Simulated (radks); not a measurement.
Q: Radial electron density D(r) = 4 pi r^2 rho(r) of an atom or ion with 45 electrons. Calculated with a radial shooting solver on a logarithmic mesh with Libxc functionals: non-relativistic Kohn-Sham, PBE, spin-polarised, spherical densities, point nucleus.

```
   r/bohr * D(r) (the largest magnitude, 72.8, reaches the edge; | marks zero)
 0.001088 |*
 0.001246 |*
 0.001428 |*
 0.001623 |*
 0.001859 | *
  0.00213 | *
 0.002441 |  *
 0.002796 |   *
 0.003178 |    *
 0.003641 |     *
 0.004171 |       *
 0.004779 |         *
 0.005475 |           *
 0.006273 |             *
  0.00713 |                *
 0.008168 |                   *
 0.009358 |                       *
  0.01072 |                           *
  0.01228 |                               *
  0.01396 |                                  *
  0.01599 |                                      *
  0.01832 |                                        *
  0.02099 |                                          *
  0.02405 |                                          *
  0.02734 |                                          *
  0.03132 |                                        *
  0.03588 |                                       *
  0.04111 |                                     *
   0.0471 |                                    *
  0.05353 |                                     *
  0.06133 |                                        *
  0.07026 |                                             *
   0.0805 |                                                  *
  0.09223 |                                                     *
   0.1057 |                                                      *
   0.1201 |                                                    *
   0.1376 |                                               *
   0.1576 |                                         *
   0.1806 |                                     *
   0.2069 |                                    *
   0.2352 |                                      *
   0.2694 |                                          *
   0.3087 |                                           *
   0.3536 |                                        *
   0.4051 |                                 *
   0.4605 |                        *
   0.5276 |                *
   0.6044 |            *
   0.6925 |           *
   0.7933 |           *
   0.9017 |            *
    1.033 |            *
    1.184 |          *
    1.356 |       *
    1.553 |     *
     1.78 |   *
    2.023 | *
    2.318 |*
    2.655 |*
    3.042 *
    3.485 *
    3.961 *
    4.538 *
    5.199 *
```

What is the nuclear charge?

A: Z = 46. The innermost maximum, from 1s, lies near 1/Z = 0.0217 bohr (found: 0.0239), and its height grows with Z. The density is that of the palladium ion Pd+ in [Kr] 4d9; the configuration itself is not fixed sharply by these data, and Z only to a few units. D(r) has 4 maxima, at r = 0.0239, 0.102, 0.301, 0.916 bohr, and minima at 0.0464, 0.199, 0.681 bohr, inside which lie 2.04, 11.27, 29.01 electrons.
